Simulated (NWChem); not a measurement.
Molecule: C2H7Al; SMILES [CH3][AlH][CH3]

Program: NWChem. Pople sets run with spherical d functions. Coordinates come from a PBE-D3(BJ)/def2-SVP optimisation. Vertical excitations in the gas phase; the lowest state need not have the same character in each row.

For level PBE/def2-SVP, TDA:

| Item | Result |
|---|---|
| lowest state with f > 0.02, singlet (eV) | 6.86 |

Task: Estimate the same quantities for level PBE/6-31+G*, TDA.

Result: 
- lowest state with f > 0.02, singlet (eV): 5.94
